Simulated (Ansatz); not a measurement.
The cluster Si₄H₈⁺. Total charge 1; doublet. Geometry r2SCAN-D4/def2-SVP, that of the neutral singlet; atoms count from 1.

```
atom   x (Å)   y (Å)   z (Å)
 Si1  -0.207   1.530  -0.582
 Si2   0.407  -1.598   0.063
 Si3   1.386   0.433   0.781
 Si4  -1.586  -0.366  -0.264
  H5  -2.555  -0.774  -1.327
  H6   2.846   0.676   0.570
  H7   0.979  -1.981  -1.268
  H8   0.287   1.554  -1.997
  H9   0.409  -2.790   0.966
 H10  -2.308  -0.238   1.044
 H11   1.046   0.664   2.222
 H12  -0.704   2.890  -0.207
```

The structure comes from a short search, and lower isomers may exist.

Problem. Estimate the Mulliken populations from the PBE0/def2-TZVP orbitals of Ansatz.

Solution. 
| atom | charge (e) | spin (α − β) |
| --- | --- | --- |
| Si1 | 0.08 | 0.27 |
| Si2 | 0.08 | 0.27 |
| Si3 | 0.08 | 0.27 |
| Si4 | 0.08 | 0.27 |
| H5 | 0.08 | -0.01 |
| H6 | 0.08 | -0.01 |
| H7 | 0.08 | -0.01 |
| H8 | 0.08 | -0.01 |
| H9 | 0.08 | -0.01 |
| H10 | 0.08 | -0.01 |
| H11 | 0.08 | -0.01 |
| H12 | 0.08 | -0.01 |
Mulliken values depend strongly on the basis.

Problem. Where does the spin sit?

Solution. Summed by element: Si 1.07, H -0.07, of 1 unpaired in all. Largest on single atoms: Si3 0.27, Si1 0.27, Si2 0.27.

Problem. And the Mayer bond orders between heavy atoms (over 0.3)?

Solution. Si1–Si3 0.82 (2.37 Å); Si1–Si4 0.82 (2.37 Å); Si2–Si3 0.82 (2.37 Å); Si2–Si4 0.82 (2.37 Å).
